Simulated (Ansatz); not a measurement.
System: SnSe, charge 0, singlet. SnSe (SMILES [Se]=[Sn]).
B3LYP-D3(BJ)/def2-TZVP minimum from Ansatz (a first-principles code):
```xyz
2

Sn     0.0000     0.0000    -0.9497
Se     0.0000     0.0000     1.3966
```
Charge 0, spin multiplicity 1.

Property: atomisation energy (electronic, to ground-state atoms), in kcal/mol. Open shells are spin-unrestricted; no spin-orbit coupling. Correlated methods leave the cores frozen (noble-gas shells, and filled d and f shells in the p block). Past Kr the def2 sets carry scalar-relativistic core potentials. CBS(X,Y): correlation extrapolated as X^-3, Hartree-Fock from the larger set. A bracket is a step between two methods taken in the basis named. Spin-orbit terms, left out, reach several kcal/mol for Br and I, and more for heavier atoms. The T1 diagnostic of SeSn ([Se]=[Sn], singlet) reaches 0.033 in the sets run.

CCSD(T)/CBS(def2-TZVPP,def2-QZVPP) + [CCSDT(Q) - CCSD(T)]/def2-QZVPP + [CCSDTQ - CCSDT(Q)]/def2-SVP (Ansatz) gives 107.6 kcal/mol.

Problem. How far off this value is PBE/def2-TZVPD (Ansatz), in which direction, and how far these levels: r2SCAN/def2-TZVPD, wB97M-V/def2-TZVPD, B2PLYP/def2-TZVPD, CCSD(T)/CBS(def2-TZVPP,def2-QZVPP)?

Solution. PBE gives 113.8 kcal/mol, 6.2 kcal/mol above it. Differences of the others: r2SCAN/def2-TZVPD (Ansatz) 2.0; wB97M-V/def2-TZVPD (Ansatz) -5.6; B2PLYP/def2-TZVPD (Ansatz) -0.9; CCSD(T)/CBS(def2-TZVPP,def2-QZVPP) (Ansatz) -0.5 kcal/mol.
